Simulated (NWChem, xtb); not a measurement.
## How methods differ on CH5BFNO (SMILES COB(N)F)

CH5BFNO has 10 atoms, charge 0, and is taken as a singlet. As SMILES, `COB(N)F`. The shape is that of a PBE0-D4/def2-TZVP optimisation. This is one conformer, not always the lowest.

```csv
atom,x (Å),y (Å),z (Å)
C,-1.3335,0.2630,-0.4778
O,-0.0918,0.1113,-1.1185
B,1.0351,-0.1418,-0.4021
N,1.0891,-0.2753,0.9951
F,2.1664,-0.2694,-1.1052
H,-1.3248,1.1074,0.2208
H,-1.6193,-0.6453,0.0649
H,-2.0854,0.4573,-1.2426
H,0.2932,-0.1949,1.5994
H,1.9539,-0.4632,1.4688
```

Each level gives the dipole moment (D). The values are calculated.

```csv
level,kind,program,value (D),CPU time
GFN2-xTB,semi-empirical,xtb,4.08,under 2 s
GFN0-xTB,semi-empirical,xtb,3.55,under 2 s
GFN1-xTB,semi-empirical,xtb,4.47,under 2 s
PBE/cc-pVDZ,GGA,NWChem,3.24,47 s
B3LYP/cc-pVDZ,global hybrid,NWChem,?,46 s
M06-2X/cc-pVDZ,hybrid meta-GGA,NWChem,3.47,48 s
PBE0/cc-pVDZ,global hybrid,NWChem,?,48 s
```

(1) Estimate what the levels marked ? give.

## Answers

(1) As computed at these levels: B3LYP/cc-pVDZ: 3.37 D; PBE0/cc-pVDZ: 3.42 D. The values span 3.24 to 4.47 D. CPU times are rough (shared hosts, several kinds of processor): they show what a rung costs within a factor of a few.
